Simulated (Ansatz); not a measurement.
`CO[Si](C)(F)[GeH3]` + H₂ → `CO[SiH](C)[GeH3]` + H–F at 400 K and 1 bar (hydrogenolysis of the Si–F bond).

Gas-phase electronic energies from Ansatz, PBE0-D4/def2-TZVP geometries. CCSD(T)/CBS adds triple-zeta CCSD(T) − MP2 to the extrapolated MP2 energy (def2 sets, frozen cores). This one scheme is used for every species. For Ge outer-core shells are correlated without core-valence functions, which leaves a few kJ/mol of doubt a bond. Scalar relativity is left out up to krypton. One conformer a species, not always the lowest.

```
             species  CCSD(T)/CBS energy (Eh)  H − E (kJ/mol)  S (J/(mol·K))
`CO[Si](C)(F)[GeH3]`              -2621.79878           327.0          485.6
                  H₂                 -1.17544            38.0          139.0
  `CO[SiH](C)[GeH3]`              -2522.52701           337.0          460.2
                 H–F               -100.39570            36.5          182.2
```

H − E and S are ideal-gas, rigid-rotor, harmonic terms from PBE0-D4/def2-TZVP, for one conformer and one mirror image of each species. The MP2-based limit puts H₂ 0.8 mEh under its directly extrapolated value; such offsets cancel only in part. 1 Eh = 2625.50 kJ/mol, R = 8.31446 J/(mol·K).

Problem. By hand: ΔE, ΔH, ΔS and ΔG.

Solution. ΔE = (-2522.52701) + (-100.39570) − (-2621.79878) − (-1.17544) = 0.05151 Eh = 135.2 kJ/mol. Δ(H − E) = 337.0 + 36.5 − 327.0 − 38.0 = 8.5, so ΔH = 143.7 kJ/mol. ΔS = 460.2 + 182.2 − 485.6 − 139.0 = 17.8 J/(mol·K). ΔG = 143.7 − 400 × (17.8)/1000 = 136.6 kJ/mol.

Problem. By hand: the equilibrium constant, and the temperature at which ΔG would vanish if ΔH and ΔS stayed fixed.

Solution. log₁₀ K = −ΔG/(RT ln 10) = -17.8. ΔG = 0 at ΔH/ΔS = 8073 K, far beyond where these terms or the molecules hold.

ΔH outweighs TΔS. A doubt of 5 kJ/mol in ΔE shifts log₁₀ K by 0.7 here. Other conformers and mirror images would add mixing entropy, several J/(mol·K) or more a flexible species. Modes under 60 cm⁻¹, often nearly free rotors, make the harmonic entropy too high. These are equilibria of isolated gas molecules and say nothing of rates. Largest T1 diagnostic: 0.012 (customary marks: 0.02 for closed shells, 0.045 for open ones).
